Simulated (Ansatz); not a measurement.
B₃P₃H₁₂, a cluster cut from zinc blende BP (hydrogen-capped), relaxed as a singlet with RKS r2SCAN-D4/def2-SVP in Ansatz, starting from the GFN2-xTB geometry. Force threshold 0.02 eV/Å.

Start:

```xyz
18

B     1.917   -0.035   -0.419
B    -0.947   -1.720   -0.043
B    -1.005    1.575   -0.599
P     0.854    1.543   -0.075
P    -1.745    0.013    0.261
P     0.910   -1.454    0.423
H     2.998    0.062    0.064
H     1.921   -0.228   -1.595
H    -1.447   -2.549    0.646
H    -1.005   -1.955   -1.210
H    -1.535    2.566   -0.213
H    -1.062    1.416   -1.778
H     0.957    1.888    1.273
H     1.503    2.675   -0.551
H    -1.837    0.244    1.634
H    -3.116   -0.049    0.046
H     1.031   -1.340    1.808
H     1.609   -2.651    0.328
```

**Question.** Estimate the energy that the relaxation releases and the steps that it takes.

**Answer.** 18.0 kJ/mol, in 5 steps; 15 s on 4 threads of Arm Neoverse V1 on a shared host. No frequencies were taken in this run, so the end may be a saddle point.

**Question.** Does the start keep its bonding and symmetry?

**Answer.** By distances, no bond broke or formed. The bond that changes most is P5–H16, from 1.39 to 1.42 Å (atoms count from 1). The end is the same structure that another start reached. Point group C3v at the start, C3v at the end, both within 0.05 Å.

**Question.** Predict the relaxed structure.

**Answer.** 
```xyz
18

B     1.9193   -0.0246   -0.3616
B    -0.9437   -1.7105    0.0129
B    -1.0038    1.5866   -0.5387
P     0.8849    1.5986   -0.0617
P    -1.8053    0.0150    0.2874
P     0.9421   -1.4995    0.4536
H     3.0379    0.0729    0.1017
H     1.8784   -0.2249   -1.5630
H    -1.4612   -2.5749    0.6914
H    -0.9819   -1.9117   -1.1885
H    -1.5570    2.6057   -0.1768
H    -1.0397    1.3834   -1.7398
H     1.0526    2.0500    1.2759
H     1.5157    2.6683   -0.7428
H    -2.0200    0.2432    1.6740
H    -3.1528   -0.0808   -0.1380
H     1.1199   -1.4880    1.8640
H     1.6144   -2.7087    0.1501
```
Bond lengths: 6 × B–P 1.95 Å; 6 × B–H 1.21 to 1.22 Å; 6 × H–P 1.42 Å.
